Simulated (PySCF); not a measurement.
Isomers of C7H7NO2, from PBE0-D3(BJ)/def2-SVP geometry optimisation, gas phase (PySCF 2.14.0). One conformer each, no zero-point energy, no frequencies.

Question: Which is lower in electronic energy at this level?
A. `[CH3:1][O:2][C:3](=[O:4])[c:5]1[cH:6][cH:7][cH:8][cH:9][n:10]1` with C1–O2–C3–O4 0°, O2–C3–C5–C6 179°: A = 3631, B = 868.0, C = 703.7 MHz, dipole 1.61 D
B. `[CH3:1][C:2](=[O:3])[c:4]1[cH:5][cH:6][cH:7][n+:8]([O-:9])[cH:10]1` with C1–C2–C4–C5 180° (3-acetylpyridine 1-oxide): A = 2644, B = 983.4, C = 720.0 MHz, dipole 1.01 D

Answer: A. That is `COC(=O)c1ccccn1`, 41.9 kcal/mol below the other.

```
                 SMILES                                                       mapped SMILES      E (Eh)  relative (kcal/mol)  relative (kJ/mol)  dipole (D)
        COC(=O)c1ccccn1      [CH3:1][O:2][C:3](=[O:4])[c:5]1[cH:6][cH:7][cH:8][cH:9][n:10]1  -475.29009                  0.0                0.0        1.61
CC(=O)c1ccc[n+]([O-])c1  [CH3:1][C:2](=[O:3])[c:4]1[cH:5][cH:6][cH:7][n+:8]([O-:9])[cH:10]1  -475.22326                 41.9              175.5        1.01
```

As drawn, the higher has an N–O linkage, which the lower lacks.
